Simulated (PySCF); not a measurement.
**Fractional electron number in Cr²⁺ (chromium, charge +2)**

The 3d alpha orbital of [Ar] 3d4 is emptied in steps (occupation f), with all orbitals relaxed, ending at [Ar] 3d3. All numbers are calculated (PySCF 2.14, the spin-free X2C one-electron Hamiltonian (Gaussian nucleus), in x2c-TZVPall). The exact energy is a straight line in f; departures are measured from the line between the end points of the same method.

```
  f  PBE0 (eV)  r2SCAN (eV)  LC-wPBE (eV)
  1      0.000        0.000         0.000
0.9     -0.487       -0.656        -0.243
0.7     -1.144       -1.539        -0.577
0.5     -1.371       -1.838        -0.697
0.3     -1.158       -1.549        -0.594
0.1     -0.499       -0.665        -0.258
  0      0.000        0.000         0.000
```

For LC-wPBE, how does the orbital energy at f = 1 compare with the removal energy?

−ε = 28.706 eV against a total-energy difference of 31.387 eV. By Janak's theorem ε = ∂E/∂f, so the gap between them reflects the curvature. Along the path −ε is 29.204 (f = 0.9), 30.244 (f = 0.7), 31.338 (f = 0.5), 32.480 (f = 0.3), 33.661 (f = 0.1) eV.

| method | E(f=0) − E(f=1) (eV) | −ε at f=1 (eV) | −ε at f=0.5 (eV) |
| --- | --- | --- | --- |
| PBE0 | 31.281 | 25.891 | 31.239 |
| r2SCAN | 31.059 | 23.791 | 31.030 |
| LC-wPBE | 31.387 | 28.706 | 31.338 |

Reference removal energy between the ground levels: 30.959 ± 0.025 eV (measured; NIST Atomic Spectra Database, ionization energies). The calculation has no spin-orbit coupling. The determinant left behind need not be the lowest term of the ion.
